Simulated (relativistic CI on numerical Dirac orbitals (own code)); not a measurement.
**Electric-dipole lines of Sm XXII**

Method of calculation: Dirac-Coulomb-Breit CI, separate exchange-only KLI orbitals for each configuration, model QED, unscaled Slater integrals (own radial code, finite nucleus).

Configurations in the expansion (outside the closed core [Ar] 3d10): 4s²4p⁶4d⁵, 4s²4p⁵4d⁶, 4s²4p⁶4d⁴4f, 4s4p⁶4d⁵4f, 4p⁶4d⁷, 4p⁵4d⁸, 4s²4p⁶4d³5s², 4s²4p⁶4d²4f5s², 4s4p⁶4d³4f5s². Double excitations out of closed p, d and f shells are left out; levels of such configurations are missing from the list, as are those of other unlisted configurations, and high levels can miss mixing partners.

```tsv
λ vac (nm)	Lower	Upper	A (s⁻¹)	log gf	S velocity/length
9.8377	4s²4p⁶4d⁵ ²I13/2 [17]	4s²4p⁵4d⁶ ⁴G°11/2 [142]	4.72e+10	-0.09	0.50
10.014	4s²4p⁶4d⁵ ²F5/2 [2]	4s²4p⁵4d⁶ ⁴P°3/2 [72]	2.38e+10	-0.84	0.50
10.066	4s²4p⁶4d⁵ ⁴G9/2 [6]	4s²4p⁵4d⁶ ⁴D°7/2 [89]	2.43e+10	-0.53	0.50
10.072	4s²4p⁶4d⁵ ⁴G11/2 [5]	4s²4p⁵4d⁶ ⁴G°9/2 [84]	1.62e+10	-0.61	0.49
10.107	4s²4p⁶4d⁵ ⁴G11/2 [5]	4s²4p⁵4d⁶ ²G°9/2 [81]	2.39e+10	-0.44	0.49
10.135	4s²4p⁶4d⁵ ⁴G9/2 [6]	4s²4p⁵4d⁶ ⁴G°9/2 [84]	1.29e+10	-0.70	0.50
10.185	4s²4p⁶4d⁵ ²I11/2 [12]	4s²4p⁵4d⁶ ²I°11/2 [107]	2.92e+10	-0.26	0.49
10.191	4s²4p⁶4d⁵ ⁴G11/2 [5]	4s²4p⁵4d⁶ ⁴G°11/2 [76]	2.28e+10	-0.37	0.51
10.287	4s²4p⁶4d⁵ ⁴G7/2 [3]	4s²4p⁵4d⁶ ⁴D°7/2 [69]	1.01e+10	-0.89	0.50
10.290	4s²4p⁶4d⁵ ⁴D7/2 [9]	4s²4p⁵4d⁶ ⁴D°5/2 [88]	2.12e+10	-0.69	0.50
10.291	4s²4p⁶4d⁵ ⁶S5/2 [1]	4s²4p⁵4d⁶ ⁶P°3/2 [44]	3.19e+10	-0.69	0.52
10.293	4s²4p⁶4d⁵ ⁴G7/2 [3]	4s²4p⁵4d⁶ ⁴F°7/2 [68]	1.21e+10	-0.81	0.49
10.313	4s²4p⁶4d⁵ ⁶S5/2 [1]	4s²4p⁵4d⁶ ⁶P°5/2 [43]	3.01e+10	-0.54	0.51
10.318	4s²4p⁶4d⁵ ²F5/2 [2]	4s²4p⁵4d⁶ ⁴G°5/2 [56]	2.44e+10	-0.63	0.50
10.331	4s²4p⁶4d⁵ ²I13/2 [17]	4s²4p⁵4d⁶ ²I°13/2 [103]	3.00e+10	-0.17	0.49
10.451	4s²4p⁶4d⁵ ⁴G11/2 [5]	4s²4p⁵4d⁶ ⁴H°13/2 [63]	8.13e+09	-0.73	0.46
10.467	4s²4p⁶4d⁵ ⁴G9/2 [6]	4s²4p⁵4d⁶ ²G°9/2 [67]	1.12e+10	-0.74	0.51
10.573	4s²4p⁶4d⁵ ⁶S5/2 [1]	4s²4p⁵4d⁶ ⁴D°7/2 [39]	9.53e+09	-0.89	0.52
10.643	4s²4p⁶4d⁵ ⁴G9/2 [6]	4s²4p⁵4d⁶ ⁴H°11/2 [58]	1.07e+10	-0.66	0.51
10.701	4s²4p⁶4d⁵ ⁴G7/2 [3]	4s²4p⁵4d⁶ ⁴H°9/2 [54]	8.13e+09	-0.86	0.51
```

Terms are leading LS components. Brackets give the number of a level in order of energy, since labels repeat. The list gives strong lines, with weight on those to low levels, among the lowest 200 of 1946 levels, so that lines to higher ones, which can be the strongest, are missing. Levels whose partners in the same complex of configurations lie outside the list can be far off, and so can their lines. Rates are taken at the computed energies, electric ones in the length gauge. A velocity-to-length ratio far from 1 marks an uncertain rate.

At this charge energies of transitions that change n are usually good to better than 1 %, and those within a shell (Δn = 0) to a few per cent. Terms inside the open d or f shell come out 10 to 20 % too wide with unscaled integrals.

LS names give the leading component of a level, which can be under half, so a name can repeat, a term be missing and a line seem to break the LS rules.
